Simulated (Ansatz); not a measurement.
Job for Ansatz (a quantum-chemistry and plane-wave program): R-B3LYP-D3(BJ)/def2-TZVP on CH4 (SMILES C).

Ansatz 0.2 input:
```yaml
crystal:
  periodic: [false, false, false]
  atoms:
    - {symbol: C, position_ang: [0.00000000, 0.00000000, 0.00000000]}
    - {symbol: H, position_ang: [0.62910000, 0.62910000, 0.62910000]}
    - {symbol: H, position_ang: [-0.62910000, -0.62910000, 0.62910000]}
    - {symbol: H, position_ang: [0.62910000, -0.62910000, -0.62910000]}
    - {symbol: H, position_ang: [-0.62910000, 0.62910000, -0.62910000]}
basis:
  gaussian:
    orbitals: def2-TZVP
hamiltonian:
  xc: b3lyp
  dispersion: d3bj
relax: {f_tol: 0.004, max_steps: 120}
scf: {lower_state_search: off}
```

The log:

```
WARN ansatz: RAYON_NUM_THREADS=1 ignored (pool sized by the plan → 1); use --threads N
Functional definition: B3LYP
these checks for a lower state are left out or cut short: stability, starts, cluster_reference, orbital_swaps, neighbouring_geometries, increment
integrals: 0.01 GiB planned
356 factors; their error is unknown
mean field: 0.09 GiB planned
mean field evaluation 1: about -1097.5520 eV, gradient 5.0e1 eV
mean field evaluation 2: about -1095.4705 eV, gradient 5.4e1 eV
mean field evaluation 4: about -1103.0918 eV, gradient 6.8e-2 eV
mean field evaluation 8: about -1103.0821 eV, gradient 7.7e-4 eV
mean field -1103.08211623 eV, -40.5375200757 hartree, gradient 7.1e-7 eV, S^2 0.000000; 0 other end points of the search recorded, 0 dependent functions left out
the calculation of the forces begins
reference -1103.08229609 eV, -40.5375266852 hartree; 5, 5 occupied and 50, 50 virtual orbitals, 356 factors
relax step   1: F+E_penalty+E_count = -1103.13418472 eV  Δ(F+E_penalty+E_count) = +0.000e0 eV  max|allowed force component| = 8.227e-3 eV/Å  Δτ_max = 0.0000 Å  (13 SCF iters, accepted)
these checks for a lower state are left out or cut short: stability, starts, cluster_reference, orbital_swaps, neighbouring_geometries, increment
integrals: 0.01 GiB planned
356 factors; their error is unknown
mean field: 0.09 GiB planned
mean field evaluation 16: about -1103.0918 eV, gradient 2.5e-1 eV
mean field -1103.08212661 eV, -40.5375204568 hartree, gradient 1.8e-6 eV, S^2 0.000000; 0 other end points of the search recorded, 0 dependent functions left out
the calculation of the forces begins
reference -1103.08230644 eV, -40.5375270654 hartree; 5, 5 occupied and 50, 50 virtual orbitals, 356 factors
relax step   2: F+E_penalty+E_count = -1103.13419576 eV  Δ(F+E_penalty+E_count) = -1.104e-5 eV  max|allowed force component| = 2.253e-3 eV/Å  Δτ_max = 0.0003 Å  (16 SCF iters, accepted)
Total energy: -1103.13437559 eV, -40.5394405716 hartree
Atom 0 at     0.000000     0.000000    -0.000000 Å, force     0.000000    -0.000000    -0.000000 eV/Å
Atom 1 at     0.628924     0.628924     0.628924 Å, force    -0.002253    -0.002253    -0.002253 eV/Å
Atom 2 at    -0.628924    -0.628924     0.628924 Å, force     0.002253     0.002253    -0.002253 eV/Å
Atom 3 at     0.628924    -0.628924    -0.628924 Å, force    -0.002253     0.002253     0.002253 eV/Å
Atom 4 at    -0.628924     0.628924    -0.628924 Å, force     0.002253    -0.002253     0.002253 eV/Å
Dipole moment:    -0.000000    -0.000000     0.000000 e Å
Checks for a lower state left out: stability, starts, cluster_reference, orbital_swaps, neighbouring_geometries, increment
```

The run converged.

Cost: about 1.1 core-seconds (a rough figure).
